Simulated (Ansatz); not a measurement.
`CC[Si]Cl` + H₂ → `C[Si]Cl` + CH₄ at 500 K and 1 bar (hydrogenolysis of a C–C bond).

Gas-phase electronic energies from Ansatz, PBE0-D4/def2-TZVP geometries. CCSD(T)/CBS adds triple-zeta CCSD(T) − MP2 to the extrapolated MP2 energy (def2 sets, frozen cores). This one scheme is used for every species. One conformer a species, not always the lowest.

```
   species  CCSD(T)/CBS energy (Eh)  H − E (kJ/mol)  S (J/(mol·K))
`CC[Si]Cl`               -827.97738           211.5          387.1
        H₂                 -1.17544            41.0          145.5
 `C[Si]Cl`               -788.72093           126.9          336.6
       CH₄                -40.46206           135.6          206.8
```

H − E and S are ideal-gas, rigid-rotor, harmonic terms from PBE0-D4/def2-TZVP, for one conformer and one mirror image of each species. For small species the MP2-based limit differs from directly extrapolated CCSD(T) by up to some mEh (0.8 for H₂); such offsets cancel only in part. 1 Eh = 2625.50 kJ/mol, R = 8.31446 J/(mol·K).

By hand: ΔE, ΔH, ΔS and ΔG.

ΔE = (-788.72093) + (-40.46206) − (-827.97738) − (-1.17544) = -0.03017 Eh = -79.2 kJ/mol. Δ(H − E) = 126.9 + 135.6 − 211.5 − 41.0 = 10.0, so ΔH = -69.2 kJ/mol. ΔS = 336.6 + 206.8 − 387.1 − 145.5 = 10.8 J/(mol·K). ΔG = -69.2 − 500 × (10.8)/1000 = -74.6 kJ/mol.

By hand: the equilibrium constant, and the temperature at which ΔG would vanish if ΔH and ΔS stayed fixed.

log₁₀ K = −ΔG/(RT ln 10) = 7.8. ΔH and −TΔS have one sign here, so there is no such temperature.

The number of gas molecules stays the same, so ΔS is small and ΔH decides. A doubt of 5 kJ/mol in ΔE shifts log₁₀ K by 0.5 here. Other conformers and mirror images would add mixing entropy, several J/(mol·K) or more a flexible species. Modes under 60 cm⁻¹, often nearly free rotors, make the harmonic entropy too high. These are equilibria of isolated gas molecules and say nothing of rates. Largest T1 diagnostic: 0.012 (customary marks: 0.02 for closed shells, 0.045 for open ones).

ΔS is within the doubt of such terms, so its sign, and with it that verdict, could turn.
